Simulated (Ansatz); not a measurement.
`C[NH][GeH2][CH3]` + HCl → `C[NH][GeH2][Cl]` + CH₄ at 298.15 K and 1 bar (ligand exchange at a Ge–C bond).

Computed with Ansatz on PBE0-D4/def2-TZVP structures; ΔE is electronic, products minus reactants. CBS: MP2 limit from def2 TZ/QZ plus the TZ coupled-cluster correction, frozen cores. This one scheme is used for every species. For Ge outer-core shells are correlated without core-valence functions, which leaves a few kJ/mol of doubt a bond. Scalar relativity is left out up to krypton. Each species was taken in one conformer, which may not be the lowest.

```
           species  CCSD(T)/CBS energy (Eh)  H − E (kJ/mol)  S (J/(mol·K))
`C[NH][GeH2][CH3]`              -2212.33836           301.0          350.7
               HCl               -460.38127            26.6          186.8
 `C[NH][GeH2][Cl]`              -2632.29815           208.3          342.5
               CH₄                -40.46206           127.4          186.2
```

H − E and S are ideal-gas, rigid-rotor, harmonic terms from PBE0-D4/def2-TZVP, for one conformer and one mirror image of each species. 1 Eh = 2625.50 kJ/mol, R = 8.31446 J/(mol·K).

Q: By hand: ΔE, ΔH, ΔS and ΔG.

A: ΔE = (-2632.29815) + (-40.46206) − (-2212.33836) − (-460.38127) = -0.04058 Eh = -106.5 kJ/mol. Δ(H − E) = 208.3 + 127.4 − 301.0 − 26.6 = 8.1, so ΔH = -98.4 kJ/mol. ΔS = 342.5 + 186.2 − 350.7 − 186.8 = -8.8 J/(mol·K). ΔG = -98.4 − 298.15 × (-8.8)/1000 = -95.8 kJ/mol.

Q: By hand: the equilibrium constant, and the temperature at which ΔG would vanish if ΔH and ΔS stayed fixed.

A: log₁₀ K = −ΔG/(RT ln 10) = 16.8. ΔG = 0 at ΔH/ΔS = 11182 K, far beyond where these terms or the molecules hold.

The number of gas molecules stays the same, so ΔS is small and ΔH decides. A doubt of 5 kJ/mol in ΔE shifts log₁₀ K by 0.9 here. Other conformers and mirror images would add mixing entropy, several J/(mol·K) or more a flexible species. These are equilibria of isolated gas molecules and say nothing of rates. Largest T1 diagnostic: 0.010 (customary marks: 0.02 for closed shells, 0.045 for open ones).
